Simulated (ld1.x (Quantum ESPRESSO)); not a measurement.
Building the TM potential for bismuth (PBE, scalar-relativistic).

ld1.x (Quantum ESPRESSO) 7.5 was run on this input:

```
&input
   title='Bi', zed=83., rel=1, dft='PBE', iswitch=3,
   config='[Xe] 4f14 5d10 6s1.75 6p3.25 6d-2',
   nld=3, rlderiv=2.85, eminld=-3.0, emaxld=5.0, deld=0.02
 /
 &inputp
   pseudotype=2, tm=.true., lloc=-2, rcloc=2.20,
   nlcc=.false.,
   file_pseudopw='Bi.UPF', file_wfcaegen='ae.wfc', file_wfcncgen='nc.wfc', file_beta='beta', file_chi='chi'
 /
3
6S  1  0   1.75   0.00  1.80  1.80  0.0
6P  2  1   3.25   0.00  2.50  2.50  0.0
6D  3  2  -2.00  -0.10  2.60  2.60  0.0
 &test
   configts(1)='6s1.75 6p3.25'
 /
```

Command:

```bash
ld1.x < Bi.in > Bi.out
```

Output (shortened: banner, matrices, multipoles, cross overlaps and the repeated all-electron block are left out):

```
Program LD1 v.7.5
     --------------------------- All-electron run ----------------------------

     Bi
     scalar relativistic calculation

     atomic number is 83.00
     dft =PBE   lsd =0 sic =0 latt =0  beta=0.20 tr2=1.0E-14
     Exchange-correlation= PBE
                           (   1   4   3   4   0   0   0)
     mesh =1283 r(mesh) = 100.09897 a.u. xmin = -7.00 dx = 0.01250
     1 Ry =  13.60569312 eV, c = 137.03599908

     n l     nl                  e(Ry)          e(Ha)          e(eV)
     1 0     1S 1( 2.00)     -6665.5408     -3332.7704    -90689.3030
     2 0     2S 1( 2.00)     -1197.6214      -598.8107    -16294.4690
     2 1     2P 1( 6.00)     -1024.1957      -512.0979    -13934.8930
     3 0     3S 1( 2.00)      -289.1174      -144.5587     -3933.6429
     3 1     3P 1( 6.00)      -239.5853      -119.7927     -3259.7247
     4 0     4S 1( 2.00)       -66.3881       -33.1941      -903.2567
     4 1     4P 1( 6.00)       -50.1639       -25.0819      -682.5140
     3 2     3D 1(10.00)      -189.9168       -94.9584     -2583.9499
     5 0     5S 1( 2.00)       -11.6303        -5.8151      -158.2383
     5 1     5P 1( 6.00)        -7.0782        -3.5391       -96.3032
     4 2     4D 1(10.00)       -31.6420       -15.8210      -430.5114
     4 3     4F 1(14.00)       -11.2485        -5.6243      -153.0440
     5 2     5D 1(10.00)        -2.0210        -1.0105       -27.4967
     6 0     6S 1( 1.75)        -1.0835        -0.5417       -14.7411
     6 1     6P 1( 3.25)        -0.3487        -0.1743        -4.7440

     final scf error:  3.2E-15 reached in  29 iterations

     Etot =  -43061.368674 Ry,  -21530.684337 Ha, -585879.767631 eV

     Ekin =   48864.350863 Ry,   24432.175431 Ha,  664833.362492 eV
     Encl = -107658.798689 Ry,  -53829.399344 Ha,-1464772.576950 eV
     Eh   =   16522.141110 Ry,    8261.070555 Ha,  224795.181679 eV
     Exc  =    -789.061958 Ry,    -394.530979 Ha,  -10735.734852 eV

     normalization and overlap integrals

     s(1S/1S) =  1.000000  <r> =   0.0158  <r2> =    0.0003  r(max) =   0.0096
     s(2S/2S) =  1.000000  <r> =   0.0665  <r2> =    0.0052  r(max) =   0.0561
     s(2P/2P) =  1.000000  <r> =   0.0605  <r2> =    0.0045  r(max) =   0.0471
     s(3S/3S) =  1.000000  <r> =   0.1716  <r2> =    0.0337  r(max) =   0.1582
     s(3P/3P) =  1.000000  <r> =   0.1737  <r2> =    0.0350  r(max) =   0.1582
     s(4S/4S) =  1.000000  <r> =   0.3770  <r2> =    0.1603  r(max) =   0.3565
     s(4P/4P) =  1.000000  <r> =   0.4026  <r2> =    0.1841  r(max) =   0.3748
     s(3D/3D) =  1.000000  <r> =   0.1575  <r2> =    0.0290  r(max) =   0.1295
     s(5S/5S) =  1.000000  <r> =   0.8308  <r2> =    0.7730  r(max) =   0.7739
     s(5P/5P) =  1.000000  <r> =   0.9480  <r2> =    1.0127  r(max) =   0.8553
     s(4D/4D) =  1.000000  <r> =   0.4225  <r2> =    0.2059  r(max) =   0.3795
     s(4F/4F) =  1.000000  <r> =   0.4410  <r2> =    0.2321  r(max) =   0.3434
     s(5D/5D) =  1.000000  <r> =   1.2332  <r2> =    1.7612  r(max) =   1.0316
     s(6S/6S) =  1.000000  <r> =   2.1657  <r2> =    5.3117  r(max) =   1.8564
     s(6P/6P) =  1.000000  <r> =   3.0337  <r2> =   10.6723  r(max) =   2.4441

     ------------------------ End of All-electron run ------------------------

     --------------------- Generating NC pseudopotential ---------------------

      Generating local potential from pseudized AE potential:
      Matching radius rcloc =   2.2000
      Enforcing V''(0)=0 (lloc=-2)

      Local pseudo, rcloc= 2.184 Estimated cut-off energy=     6.79 Ry

      Wfc   6S  rcut= 1.788  Using Troullier-Martins method

      Wfc   6P  rcut= 2.475  Using Troullier-Martins method

      Wfc   6D  rcut= 2.602  Using Troullier-Martins method

     ------------------- End of pseudopotential generation -------------------

     Computing logarithmic derivative in   2.85745
     Computing logarithmic derivative in   2.85745
     Computing the partial wave expansion
     R is outside the sphere for l=    0 j= 0.00
     R is outside the sphere for l=    1 j= 0.00
     R is outside the sphere for l=    2 j= 0.00

     ---------------------- Testing the pseudopotential ----------------------

     Bi
     scalar relativistic calculation

     atomic number is 83.00   valence charge is  5.00
     dft =PBE   lsd =0 sic =0 latt =0  beta=0.20 tr2=1.0E-14
     mesh =1283 r(mesh) = 100.09897 xmin = -7.00 dx = 0.01250

     n l     nl             e AE (Ry)        e PS (Ry)    De AE-PS (Ry)
     1 0     6S   1( 1.75)       -1.08345       -1.08346        0.00001
     2 1     6P   1( 3.25)       -0.34868       -0.34868        0.00000

     eps = 9.5E-17  iter =  6

     Etot =  -43061.368674 Ry,  -21530.684337 Ha, -585879.767631 eV
     Etotps =   -10.610475 Ry,      -5.305237 Ha,    -144.362860 eV

     Ekin =       3.184385 Ry,       1.592192 Ha,      43.325762 eV
     Encl =     -21.238167 Ry,     -10.619083 Ha,    -288.959979 eV
     Ehrt =       8.288127 Ry,       4.144063 Ha,     112.765706 eV
     Ecxc =      -2.427308 Ry,      -1.213654 Ha,     -33.025207 eV
     Epseu=       1.582489 Ry,       0.791244 Ha,      21.530857 eV

     ---------------------- End of pseudopotential test ----------------------
```

Generation and configuration tests took about 1.6 s on one core of a shared server CPU.

Transferability test of the new file with ld1.x, input:

```
&input
   title='Bi', zed=83., rel=1, dft='PBE', iswitch=2,
   config='[Xe] 4f14 5d10 6s1.75 6p3.25 6d-2'
 /
 &test
   file_pseudo='Bi.UPF', nconf=8,
   configts(1)='6s1.75 6p3.25',
   configts(2)='6s2 6p3',
   configts(3)='6s2 6p2',
   configts(4)='6s2 6p1',
   configts(5)='6s2 6p0',
   configts(6)='6s0 6p5',
   configts(7)='6s1 6p4',
   configts(8)='6s1 6p3'
 /
```

```bash
ld1.x < Bi.test.in > Bi.test.out
```

Pseudopotential blocks of its output, shortened (energy terms left out):

```
     ---------------------- Testing the pseudopotential ----------------------

     n l     nl             e AE (Ry)        e PS (Ry)    De AE-PS (Ry)
     1 0     6S   1( 1.75)       -1.08345       -1.08346        0.00001
     2 1     6P   1( 3.25)       -0.34868       -0.34868        0.00000

     eps = 2.3E-16  iter =  4

     Etot =  -43061.368674 Ry,  -21530.684337 Ha, -585879.767632 eV
     Etotps =   -10.610474 Ry,      -5.305237 Ha,    -144.362860 eV

     ---------------------- End of pseudopotential test ----------------------

          ---------------------- Testing the pseudopotential ----------------------

     n l     nl             e AE (Ry)        e PS (Ry)    De AE-PS (Ry)
     1 0     6S   1( 2.00)       -1.06401       -1.06427        0.00026
     2 1     6P   1( 3.00)       -0.33594       -0.33572       -0.00021

     eps = 2.0E-16  iter = 11

     Etot =  -43061.551493 Ry,  -21530.775746 Ha, -585882.255013 eV
     Etotps =   -10.793397 Ry,      -5.396698 Ha,    -146.851645 eV
     dEtot_ae =      -0.182819 Ry
     dEtot_ps =      -0.182922 Ry,   Delta E=       0.000103 Ry

     ---------------------- End of pseudopotential test ----------------------

          ---------------------- Testing the pseudopotential ----------------------

     n l     nl             e AE (Ry)        e PS (Ry)    De AE-PS (Ry)
     1 0     6S   1( 2.00)       -1.62502       -1.62640        0.00138
     2 1     6P   1( 2.00)       -0.84073       -0.84007       -0.00067

     eps = 4.9E-15  iter = 20

     Etot =  -43060.969920 Ry,  -21530.484960 Ha, -585874.342311 eV
     Etotps =   -10.211987 Ry,      -5.105994 Ha,    -138.941165 eV
     dEtot_ae =       0.398754 Ry
     dEtot_ps =       0.398487 Ry,   Delta E=       0.000267 Ry

     ---------------------- End of pseudopotential test ----------------------

          ---------------------- Testing the pseudopotential ----------------------

     n l     nl             e AE (Ry)        e PS (Ry)    De AE-PS (Ry)
     1 0     6S   1( 2.00)       -2.25679       -2.25979        0.00300
     2 1     6P   1( 1.00)       -1.41074       -1.40833       -0.00241

     eps = 4.9E-16  iter = 14

     Etot =  -43059.849300 Ry,  -21529.924650 Ha, -585859.095501 eV
     Etotps =    -9.092097 Ry,      -4.546049 Ha,    -123.704287 eV
     dEtot_ae =       1.519374 Ry
     dEtot_ps =       1.518377 Ry,   Delta E=       0.000997 Ry

     ---------------------- End of pseudopotential test ----------------------

          ---------------------- Testing the pseudopotential ----------------------

     n l     nl             e AE (Ry)        e PS (Ry)    De AE-PS (Ry)
     1 0     6S   1( 2.00)       -2.93979       -2.93985        0.00006
     2 1     6P   1( 0.00)       -2.02934       -2.01755       -0.01179  !

     eps = 5.7E-15  iter = 12

     Etot =  -43058.133641 Ry,  -21529.066820 Ha, -585835.752762 eV
     Etotps =    -7.381591 Ry,      -3.690795 Ha,    -100.431661 eV
     dEtot_ae =       3.235033 Ry
     dEtot_ps =       3.228884 Ry,   Delta E=       0.006150 Ry

     ---------------------- End of pseudopotential test ----------------------

          ---------------------- Testing the pseudopotential ----------------------

     n l     nl             e AE (Ry)        e PS (Ry)    De AE-PS (Ry)
     1 0     6S   1( 0.00)       -1.20873       -1.20247       -0.00626  !
     2 1     6P   1( 5.00)       -0.43113       -0.43114        0.00001

     eps = 1.9E-15  iter = 14

     Etot =  -43060.044661 Ry,  -21530.022330 Ha, -585861.753514 eV
     Etotps =    -9.290669 Ry,      -4.645334 Ha,    -126.405985 eV
     dEtot_ae =       1.324013 Ry
     dEtot_ps =       1.319806 Ry,   Delta E=       0.004207 Ry

     ---------------------- End of pseudopotential test ----------------------

          ---------------------- Testing the pseudopotential ----------------------

     n l     nl             e AE (Ry)        e PS (Ry)    De AE-PS (Ry)
     1 0     6S   1( 1.00)       -1.13925       -1.13767       -0.00158
     2 1     6P   1( 4.00)       -0.38533       -0.38564        0.00031

     eps = 4.9E-16  iter = 11

     Etot =  -43060.810449 Ry,  -21530.405225 Ha, -585872.172598 eV
     Etotps =   -10.052786 Ry,      -5.026393 Ha,    -136.775125 eV
     dEtot_ae =       0.558225 Ry
     dEtot_ps =       0.557688 Ry,   Delta E=       0.000537 Ry

     ---------------------- End of pseudopotential test ----------------------

          ---------------------- Testing the pseudopotential ----------------------

     n l     nl             e AE (Ry)        e PS (Ry)    De AE-PS (Ry)
     1 0     6S   1( 1.00)       -1.70451       -1.70327       -0.00124
     2 1     6P   1( 3.00)       -0.89849       -0.89903        0.00054

     eps = 1.9E-15  iter = 13

     Etot =  -43060.174780 Ry,  -21530.087390 Ha, -585863.523873 eV
     Etotps =    -9.416452 Ry,      -4.708226 Ha,    -128.117356 eV
     dEtot_ae =       1.193894 Ry
     dEtot_ps =       1.194022 Ry,   Delta E=      -0.000128 Ry

     ---------------------- End of pseudopotential test ----------------------
```
